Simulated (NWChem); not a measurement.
# HSeOF; SMILES O[Se]F

```xyz
4

Se     0.4010     0.0123     0.0053
F     -0.6847    -1.4167     0.0104
O     -0.7991     1.3517     0.0721
H     -1.0802     1.5206    -0.8518
```
Atoms are numbered in this order, from 1.

Results from NWChem. Coordinates come from a PBE-D3(BJ)/def2-SVP optimisation.

For level PBE/def2-TZVP:

* **highest occupied level (eV)**: -5.60
* **orbital gap (eV)**: 2.81
* **dipole (D)**: 2.18

Problem. Estimate the same quantities for level Hartree-Fock/def2-TZVP.

Solution. 
| Quantity | Value |
|---|---|
| highest occupied level (eV) | -10.13 |
| orbital gap (eV) | 12.03 |
| dipole (D) | 2.58 |
